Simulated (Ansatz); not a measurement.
Cost and result for the atomization energy of C₆H₁₄Si (`CC(C)[Si]C(C)C`) (21 atoms, 20 bonds).

Z-matrix (Å, degrees):
```
C
C 1 1.536
H 1 1.098 2 111.9
H 1 1.092 2 112.4 3 -121.2
H 1 1.095 2 110.6 3 118.3
Si 2 1.910 1 103.9 3 50.3
C 2 1.524 1 111.0 3 -70.5
H 2 1.095 1 108.6 3 169.2
C 6 1.914 2 102.3 1 73.4
H 7 1.095 2 111.2 1 61.3
H 7 1.096 2 111.3 1 -58.5
H 7 1.093 2 111.9 1 -179.0
C 9 1.528 6 111.1 2 165.2
C 9 1.523 6 119.5 2 33.3
H 9 1.110 6 98.2 2 -82.9
H 13 1.095 9 110.9 6 -74.2
H 13 1.093 9 111.9 6 45.4
H 13 1.095 9 111.5 6 166.5
H 14 1.096 9 111.1 6 -176.5
H 14 1.095 9 111.1 6 64.6
H 14 1.092 9 112.5 6 -56.0
```

Charge 0, multiplicity 1. The structure was optimised at the PBE0-D4/def2-TZVP level. It is one conformer, not always the lowest. Program: Ansatz. All runs use 2 threads of an AMD EPYC 7R13 on a shared host and a share of an NVIDIA H100 80 GB. Times are those of one run each, without the atoms' runs, and a repeat can differ threefold. Electronic energies, without spin–orbit coupling; frozen cores. CCSD(T)/CBS adds CCSD(T) − MP2 in def2-TZVPP to the MP2 limit, and its time is that of the two runs behind it. T1 = 0.011; the RHF reference is unstable towards UHF. B3LYP takes the VWN-RPA correlation (the form of Gaussian; ORCA's B3LYP/G). HSE06 is the plane-wave form, built on full-range PBE exchange.

CCSD(T)/CBS is a level of theory with its own doubt, some kJ/mol a heavy atom from the limit and from the frozen cores, so smaller differences don't rank the functionals.

```csv
level,functions,wall time,atomization (kcal/mol),difference from CCSD(T)/CBS,per bond
PBE0-D4/def2-TZVPP,424,2.5 s,1945.5,12.1,0.6
BLYP-D4/def2-TZVPP,424,2.7 s,1923.4,-10.0,-0.5
revPBE-D4/def2-TZVPP,424,2.7 s,1928.2,-5.2,-0.3
CCSD(T)/def2-SVP,172,2.9 s,1857.2,-76.2,-3.8
PBE-D4/def2-TZVPP (with forces),424,3.3 s,1965.0,31.6,1.6
BHLYP-D4/def2-TZVPP,424,3.4 s,1896.1,-37.3,-1.9
PBE-QIDH/def2-TZVPP,424,4.2 s,1930.6,-2.8,-0.1
HSE06-D4/def2-TZVPP,424,4.5 s,1946.6,13.2,0.7
r2SCANh-D4/def2-TZVPP,424,5.5 s,1929.4,-4.0,-0.2
B3LYP-D4/def2-TZVPP (with forces),424,6.5 s,1935.6,2.2,0.1
MP2/def2-QZVPP,832,9 s,1930.6,-2.8,-0.1
CCSD(T)/def2-TZVPP,424,25 s,1892.6,-40.8,-2.0
CCSD(T)/CBS(def2),–,34 s,1933.4,0.0,0.0
```

From BLYP to BHLYP (50 % exact exchange), in def2-TZVPP and without D4, the atomization energy moves by −15.0 kcal/mol: exact exchange takes away binding that semilocal exchange gives to molecules. At CCSD(T), def2-SVP lies −76.2 kcal/mol from the extrapolated value and def2-TZVPP −40.8 kcal/mol: correlation converges slowly with the basis, and small sets miss more of it in the bonded molecule than in its fragments. The D4 term adds +19.5 kcal/mol with B3LYP and +10.4 kcal/mol with PBE0; it sums over pairs of atoms, weighted by their polarisabilities, and B3LYP, whose exchange is more repulsive, gets the larger term.
